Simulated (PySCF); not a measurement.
**Worked example: oscillator strength and radiative lifetime**

Al(Me)2(H) (C2H7Al), SMILES [CH3][AlH][CH3].

Geometry optimised at ωB97X-D3(BJ)/def2-SVP. The isomer is the one that the SMILES or the coordinates give; other isomers of the formula were not compared.

PySCF 2.14.0 with TDDFT-PBE/def2-SVPD puts the first singlet state with f over 0.02 at 6.18 eV (vertical), with the transition dipole (0.724, -0.003, 0.000) in atomic units.

**Question.** Find the oscillator strength, the wavelength and the radiative lifetime that this transition would have in vacuum if emission retraced absorption.

**Answer.** 
|μ|² = 0.5242 au, so |μ| = 1.84 D. ΔE = 6.18/27.211 = 0.2271 hartree. f = (2/3) ΔE |μ|² = 0.079 (the program prints 0.079).
λ = 1239.84/6.18 = 201 nm; ν = 49845 cm⁻¹.
Einstein's coefficient A = 0.6670 ν² f s⁻¹ (ν in cm⁻¹) = 1.3e8 s⁻¹, so τ = 1/A = 7.6 ns. This state is S3; the lower singlets have f = 0.000, 0.002. The figure is the radiative limit of this one transition; relaxation, internal conversion, crossing to triplets and a medium change what is measured.
